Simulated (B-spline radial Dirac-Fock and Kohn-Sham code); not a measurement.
Z = 46 (palladium), transition energy 127 keV. Method: a Dirac-Hartree-Slater potential of the neutral atom with a Latter tail (no hole, which puts coefficients of high multipoles low close above an edge), finite nucleus with surface currents. Computed with a radial B-spline solver. Subshells that would emit electrons below 1 keV are left out.

Q: A pure transition shows α(K) = 0.170, L1/L2 = 16.9 and L1/L3 = 57.6. What is its multipolarity?
A. E4
B. M2
C. E1
D. E2
E. M3
F. M1
G. M4
H. E3

A: F. For comparison, α(K), L1/L2, L1/L3 are E1 0.0674, 12.5, 8.54; E2 0.477, 1.90, 1.61; E3 2.80, 0.419, 0.400; E4 15.7, 0.133, 0.134; M2 1.37, 9.65, 9.95; M3 9.42, 6.22, 2.60; M4 63.7, 4.47, 1.17.
